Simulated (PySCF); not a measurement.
B(H)2(Et) (C2H7B), SMILES CCB. Atoms are numbered in the order given.

```xyz
10

B     -0.7552     0.9954     0.7413
H     -0.9086     1.3686     1.8705
H     -1.3710     1.5462    -0.1291
C      0.2242    -0.1703     0.4470
C      0.3866    -0.6269    -0.9960
H     -0.0753    -1.0078     1.0970
H      1.1940     0.1236     0.8805
H      0.7353     0.1919    -1.6298
H     -0.5656    -0.9686    -1.4089
H      1.1020    -1.4475    -1.0924
```

Geometry: PBE0-D3(BJ)/def2-TZVP. A frequency run showed that this geometry is not a minimum.

These are PBE0/pcSseg-1 in PySCF values and carry that method's errors.

GIAO shieldings, no solvent; atoms alike by connectivity are averaged. δ = σ(ref) − σ: ¹¹B against BF3 (σ = 88.8 ppm); ¹H against TMS (σ = 31.56 ppm); ¹³C against TMS (σ = 186.3 ppm), references at their B3LYP-D3(BJ)/def2-TZVP geometries, non-relativistic.

Computed chemical shifts:
| nucleus | atoms | count | δ (ppm) |
|---|---|---|---|
| ¹¹B | B1 | 1 | 81.0 |
| ¹H | H2, H3 | 2 | 7.99 |
| ¹H | H6, H7 | 2 | 1.76 |
| ¹H | H8, H9, H10 | 3 | 1.28 |
| ¹³C | C4 | 1 | 29.1 |
| ¹³C | C5 | 1 | 13.8 |
